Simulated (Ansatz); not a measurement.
# Molecular dynamics of CH5FGe

Input file:

```yaml
crystal:
  periodic: [false, false, false]
  atoms:
    - { symbol: Ge, position_ang: [0.336961, -0.007037, -0.417677] }
    - { symbol: C, position_ang: [1.064246, -0.017695, 1.723244] }
    - { symbol: H, position_ang: [0.092194, 0.285775, 2.134048] }
    - { symbol: H, position_ang: [1.344317, -1.038474, 2.004271] }
    - { symbol: H, position_ang: [1.832586, 0.700546, 2.033512] }
    - { symbol: H, position_ang: [1.674889, 0.446287, 0.179018] }
    - { symbol: F, position_ang: [-0.952425, 1.132149, -0.078814] }
    - { symbol: H, position_ang: [-0.241567, -1.39545, -0.139601] }
basis:
  gaussian: { orbitals: def2-SVP }
hamiltonian:
  xc: r2scanh
md:
  timestep: 0.5
  n_steps: 200
  ensemble: nve
  temperature: 300.0
  initial_velocities: maxwell_boltzmann
  seed: 4181
```

Command:

```bash
$ ansatz run input.yaml --threads 2 --pin off --max-ram 3072MiB --backend cpu --events-out ev --progress --plain --runs-dir out
```

It starts at the highest image of a converged band. Of that band: Neighbouring images differ by up to 1.9 eV, so the band resolves the path poorly. A vibrational analysis at the climbing image gives one clearly imaginary mode, 1184i cm⁻¹: a first-order saddle point.

Output, in part (one step line in 4, the closing report, with atoms numbered from 0):

```
md step     0: t =     0.00 fs  T =   300.0 K  F+E_penalty+E_count = -60339.29694577 eV  E_kin = 0.232668 eV  conserved = -60339.06427777 eV  (26 SCF iters)
md step     4: t =     2.00 fs  T =   250.6 K  F+E_penalty+E_count = -60339.25808137 eV  E_kin = 0.194372 eV  conserved = -60339.06370977 eV  (26 SCF iters)
md step     8: t =     4.00 fs  T =   247.0 K  F+E_penalty+E_count = -60339.25480853 eV  E_kin = 0.191599 eV  conserved = -60339.06320968 eV  (25 SCF iters)
md step    12: t =     6.00 fs  T =   435.0 K  F+E_penalty+E_count = -60339.40069022 eV  E_kin = 0.337377 eV  conserved = -60339.06331346 eV  (26 SCF iters)
md step    16: t =     8.00 fs  T =   806.6 K  F+E_penalty+E_count = -60339.68973499 eV  E_kin = 0.625566 eV  conserved = -60339.06416898 eV  (25 SCF iters)
md step    20: t =    10.00 fs  T =   990.2 K  F+E_penalty+E_count = -60339.83871655 eV  E_kin = 0.767922 eV  conserved = -60339.07079481 eV  (26 SCF iters)
md step    24: t =    12.00 fs  T =   628.1 K  F+E_penalty+E_count = -60339.54498510 eV  E_kin = 0.487109 eV  conserved = -60339.05787564 eV  (24 SCF iters)
md step    28: t =    14.00 fs  T =  1567.5 K  F+E_penalty+E_count = -60340.28697274 eV  E_kin = 1.215671 eV  conserved = -60339.07130198 eV  (24 SCF iters)
md step    32: t =    16.00 fs  T =  1366.4 K  F+E_penalty+E_count = -60340.12422956 eV  E_kin = 1.059755 eV  conserved = -60339.06447451 eV  (25 SCF iters)
md step    36: t =    18.00 fs  T =  1112.9 K  F+E_penalty+E_count = -60339.92605059 eV  E_kin = 0.863159 eV  conserved = -60339.06289189 eV  (25 SCF iters)
md step    40: t =    20.00 fs  T =  1411.0 K  F+E_penalty+E_count = -60340.15790272 eV  E_kin = 1.094288 eV  conserved = -60339.06361474 eV  (25 SCF iters)
md step    44: t =    22.00 fs  T =  1878.7 K  F+E_penalty+E_count = -60340.52900391 eV  E_kin = 1.457066 eV  conserved = -60339.07193838 eV  (24 SCF iters)
md step    48: t =    24.00 fs  T =  1297.4 K  F+E_penalty+E_count = -60340.06278604 eV  E_kin = 1.006173 eV  conserved = -60339.05661308 eV  (25 SCF iters)
md step    52: t =    26.00 fs  T =  2003.9 K  F+E_penalty+E_count = -60340.62781772 eV  E_kin = 1.554142 eV  conserved = -60339.07367548 eV  (25 SCF iters)
md step    56: t =    28.00 fs  T =  1505.7 K  F+E_penalty+E_count = -60340.23150971 eV  E_kin = 1.167765 eV  conserved = -60339.06374444 eV  (25 SCF iters)
md step    60: t =    30.00 fs  T =  1207.0 K  F+E_penalty+E_count = -60339.99809242 eV  E_kin = 0.936111 eV  conserved = -60339.06198154 eV  (25 SCF iters)
md step    64: t =    32.00 fs  T =  1812.7 K  F+E_penalty+E_count = -60340.47102583 eV  E_kin = 1.405885 eV  conserved = -60339.06514109 eV  (25 SCF iters)
md step    68: t =    34.00 fs  T =  2184.0 K  F+E_penalty+E_count = -60340.76786273 eV  E_kin = 1.693789 eV  conserved = -60339.07407333 eV  (24 SCF iters)
md step    72: t =    36.00 fs  T =  1662.5 K  F+E_penalty+E_count = -60340.34940006 eV  E_kin = 1.289370 eV  conserved = -60339.06002988 eV  (25 SCF iters)
md step    76: t =    38.00 fs  T =  2187.7 K  F+E_penalty+E_count = -60340.76674467 eV  E_kin = 1.696702 eV  conserved = -60339.07004263 eV  (25 SCF iters)
md step    80: t =    40.00 fs  T =  1664.3 K  F+E_penalty+E_count = -60340.35395445 eV  E_kin = 1.290780 eV  conserved = -60339.06317446 eV  (25 SCF iters)
md step    84: t =    42.00 fs  T =  1595.0 K  F+E_penalty+E_count = -60340.29944632 eV  E_kin = 1.236994 eV  conserved = -60339.06245232 eV  (25 SCF iters)
md step    88: t =    44.00 fs  T =  2199.6 K  F+E_penalty+E_count = -60340.77446729 eV  E_kin = 1.705955 eV  conserved = -60339.06851231 eV  (24 SCF iters)
md step    92: t =    46.00 fs  T =  1885.3 K  F+E_penalty+E_count = -60340.52795073 eV  E_kin = 1.462201 eV  conserved = -60339.06575001 eV  (24 SCF iters)
md step    96: t =    48.00 fs  T =  2031.7 K  F+E_penalty+E_count = -60340.64721081 eV  E_kin = 1.575698 eV  conserved = -60339.07151264 eV  (24 SCF iters)
md step   100: t =    50.00 fs  T =  1924.5 K  F+E_penalty+E_count = -60340.55863582 eV  E_kin = 1.492533 eV  conserved = -60339.06610318 eV  (25 SCF iters)
md step   104: t =    52.00 fs  T =  1363.3 K  F+E_penalty+E_count = -60340.11972008 eV  E_kin = 1.057324 eV  conserved = -60339.06239562 eV  (25 SCF iters)
md step   108: t =    54.00 fs  T =  1617.4 K  F+E_penalty+E_count = -60340.31786630 eV  E_kin = 1.254419 eV  conserved = -60339.06344760 eV  (24 SCF iters)
md step   112: t =    56.00 fs  T =  2169.3 K  F+E_penalty+E_count = -60340.75472196 eV  E_kin = 1.682440 eV  conserved = -60339.07228156 eV  (24 SCF iters)
md step   116: t =    58.00 fs  T =  1833.3 K  F+E_penalty+E_count = -60340.48186248 eV  E_kin = 1.421808 eV  conserved = -60339.06005459 eV  (24 SCF iters)
md step   120: t =    60.00 fs  T =  2246.7 K  F+E_penalty+E_count = -60340.81239892 eV  E_kin = 1.742483 eV  conserved = -60339.06991565 eV  (25 SCF iters)
md step   124: t =    62.00 fs  T =  1772.9 K  F+E_penalty+E_count = -60340.43957524 eV  E_kin = 1.374953 eV  conserved = -60339.06462200 eV  (25 SCF iters)
md step   128: t =    64.00 fs  T =  1436.2 K  F+E_penalty+E_count = -60340.17608216 eV  E_kin = 1.113825 eV  conserved = -60339.06225729 eV  (25 SCF iters)
md step   132: t =    66.00 fs  T =  1848.3 K  F+E_penalty+E_count = -60340.49983377 eV  E_kin = 1.433449 eV  conserved = -60339.06638467 eV  (25 SCF iters)
md step   136: t =    68.00 fs  T =  1854.0 K  F+E_penalty+E_count = -60340.50616661 eV  E_kin = 1.437880 eV  conserved = -60339.06828678 eV  (25 SCF iters)
md step   140: t =    70.00 fs  T =  1820.7 K  F+E_penalty+E_count = -60340.47871282 eV  E_kin = 1.412056 eV  conserved = -60339.06665643 eV  (25 SCF iters)
md step   144: t =    72.00 fs  T =  2032.7 K  F+E_penalty+E_count = -60340.64438597 eV  E_kin = 1.576481 eV  conserved = -60339.06790448 eV  (25 SCF iters)
md step   148: t =    74.00 fs  T =  1498.6 K  F+E_penalty+E_count = -60340.22569671 eV  E_kin = 1.162289 eV  conserved = -60339.06340812 eV  (25 SCF iters)
md step   152: t =    76.00 fs  T =  1468.3 K  F+E_penalty+E_count = -60340.20142574 eV  E_kin = 1.138722 eV  conserved = -60339.06270422 eV  (25 SCF iters)
md step   156: t =    78.00 fs  T =  1979.8 K  F+E_penalty+E_count = -60340.60624481 eV  E_kin = 1.535444 eV  conserved = -60339.07080042 eV  (25 SCF iters)
md step   160: t =    80.00 fs  T =  1699.4 K  F+E_penalty+E_count = -60340.37955311 eV  E_kin = 1.318021 eV  conserved = -60339.06153215 eV  (25 SCF iters)
md step   164: t =    82.00 fs  T =  2058.2 K  F+E_penalty+E_count = -60340.66437408 eV  E_kin = 1.596239 eV  conserved = -60339.06813551 eV  (24 SCF iters)
md step   168: t =    84.00 fs  T =  1988.0 K  F+E_penalty+E_count = -60340.60912092 eV  E_kin = 1.541828 eV  conserved = -60339.06729278 eV  (25 SCF iters)
md step   172: t =    86.00 fs  T =  1522.0 K  F+E_penalty+E_count = -60340.24297386 eV  E_kin = 1.180409 eV  conserved = -60339.06256524 eV  (25 SCF iters)
md step   176: t =    88.00 fs  T =  1723.4 K  F+E_penalty+E_count = -60340.40228125 eV  E_kin = 1.336621 eV  conserved = -60339.06566057 eV  (25 SCF iters)
md step   180: t =    90.00 fs  T =  1774.3 K  F+E_penalty+E_count = -60340.44500948 eV  E_kin = 1.376068 eV  conserved = -60339.06894139 eV  (25 SCF iters)
md step   184: t =    92.00 fs  T =  1471.5 K  F+E_penalty+E_count = -60340.20452545 eV  E_kin = 1.141252 eV  conserved = -60339.06327355 eV  (25 SCF iters)
md step   188: t =    94.00 fs  T =  1930.2 K  F+E_penalty+E_count = -60340.56606691 eV  E_kin = 1.497003 eV  conserved = -60339.06906355 eV  (24 SCF iters)
md step   192: t =    96.00 fs  T =  1697.1 K  F+E_penalty+E_count = -60340.38135441 eV  E_kin = 1.316214 eV  conserved = -60339.06514083 eV  (25 SCF iters)
md step   196: t =    98.00 fs  T =  1511.1 K  F+E_penalty+E_count = -60340.23446582 eV  E_kin = 1.171965 eV  conserved = -60339.06250105 eV  (25 SCF iters)
md step   200: t =   100.00 fs  T =  1985.1 K  F+E_penalty+E_count = -60340.60909607 eV  E_kin = 1.539592 eV  conserved = -60339.06950412 eV  (25 SCF iters)
Total energy: -60340.60910580 eV, -2217.4764843043 hartree
Atom 0 at     0.125913    -0.044866    -0.893083 Å, force     1.175034     0.223974    -0.147760 eV/Å
Atom 1 at     2.007247     0.274368     3.793995 Å, force    -1.946468     0.650112    -3.204174 eV/Å
Atom 2 at     2.257915     1.316330     3.442976 Å, force    -0.137554    -0.713873     0.609554 eV/Å
Atom 3 at     2.348582    -0.365140     2.907537 Å, force    -0.327872     0.452827     1.306776 eV/Å
Atom 4 at     0.823996     0.227591     3.787995 Å, force     2.412922    -0.106535     0.553951 eV/Å
Atom 5 at     2.537357     0.031852     4.695812 Å, force    -0.005375    -0.281750     0.722138 eV/Å
Atom 6 at    -0.866384     1.034935     0.041881 Å, force    -0.479632     0.000894     0.126833 eV/Å
Atom 7 at    -0.916805    -1.134064    -1.317590 Å, force    -0.691055    -0.225647     0.032682 eV/Å
Dipole moment:     0.155232    -0.205298    -0.189658 e Å
```

The run went to its last step. The conserved energy stayed within 1.3 meV per atom of its start (net change -0.65 meV per atom), so the integration is sound. The kinetic energy rose, since the run started high on the potential surface and went downhill. It ends in pieces (CH4 + FGeH), so much of that is their flight and rotation, not heat. A run of 0.1 ps of so small a system gives no equilibrium averages. The orbitals stay closed-shell, which can raise the energy where a bond breaks towards radicals; this wasn't checked here.

Between its relaxed ends the band would form C2–H6 and break Ge1–C2, Ge1–H6. These pairs go: C2–H6 1.72 → 1.07 Å, Ge1–C2 2.26 → 5.06 Å, Ge1–H6 1.53 → 6.09 Å. In the last frame they stand as after the step (other bonds may differ from the relaxed reactants and products). It ends as CH4 + FGeH. Pairs count as bonded within 1.25 times the sum of covalent radii (0.12 Å more for H–H).

Last frame:

```xyz
8
Properties=species:S:1:pos:R:3
Ge 0.126 -0.045 -0.893
C 2.007 0.274 3.794
H 2.258 1.316 3.443
H 2.349 -0.365 2.908
H 0.824 0.228 3.788
H 2.537 0.032 4.696
F -0.866 1.035 0.042
H -0.917 -1.134 -1.318
```

The run took 8 min on 2 threads of Arm Neoverse V1, with other jobs on the host, peak memory 0.18 GiB.
